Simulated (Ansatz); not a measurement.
The inner images of a band of BF3 + ClH (6 atoms, charge 0, multiplicity 1) are given out of order.

Computed with Ansatz 0.2.0, RKS PBE-D4/def2-SVP.

Image 0:

```xyz
6
Properties=species:S:1:pos:R:3
B -0.004 0.286 -0.044
F -0.005 0.564 1.259
F 1.143 0.242 -0.703
F -1.153 0.173 -0.690
Cl 0.087 -2.539 0.883
H 0.070 -1.840 1.977
```

Image 6:

```xyz
6
Properties=species:S:1:pos:R:3
B 0.018 -0.462 -0.258
F 0.007 0.123 1.846
F 1.149 0.146 -0.576
F -1.151 0.080 -0.562
Cl 0.071 -2.201 0.186
H 0.043 -0.801 2.045
```

Q: Put them in order from the first end to the last, with their energies above the first end.
A.
```xyz
6
Properties=species:S:1:pos:R:3
B 0.002 0.101 0.054
F 0.001 0.382 1.380
F 1.153 0.136 -0.597
F -1.155 0.068 -0.585
Cl 0.080 -2.381 0.768
H 0.056 -1.421 1.661
```
B.
```xyz
6
Properties=species:S:1:pos:R:3
B 0.016 -0.384 -0.109
F 0.011 0.092 1.680
F 1.153 0.154 -0.537
F -1.154 0.087 -0.526
Cl 0.071 -2.186 0.355
H 0.040 -0.877 1.818
```
C.
```xyz
6
Properties=species:S:1:pos:R:3
B 0.013 -0.242 0.012
F 0.010 0.123 1.544
F 1.157 0.146 -0.544
F -1.157 0.079 -0.533
Cl 0.071 -2.190 0.555
H 0.043 -1.031 1.648
```
D.
```xyz
6
Properties=species:S:1:pos:R:3
B -0.002 0.218 0.005
F -0.003 0.484 1.317
F 1.147 0.189 -0.648
F -1.154 0.119 -0.636
Cl 0.085 -2.513 0.853
H 0.063 -1.611 1.789
```
E.
```xyz
6
Properties=species:S:1:pos:R:3
B 0.008 -0.075 0.063
F 0.005 0.256 1.444
F 1.158 0.122 -0.570
F -1.158 0.054 -0.559
Cl 0.074 -2.240 0.684
H 0.049 -1.231 1.619
```

A: D (+1.9 kJ/mol), A (+14.0 kJ/mol), E (+50.4 kJ/mol), C (+82.6 kJ/mol), B (+64.9 kJ/mol).

The run took 2.1 min on 1 thread of Intel(R) Xeon(R) Platinum 8375C CPU @ 2.90GHz (Ice Lake), with other jobs on the host, peak memory 0.15 GiB.
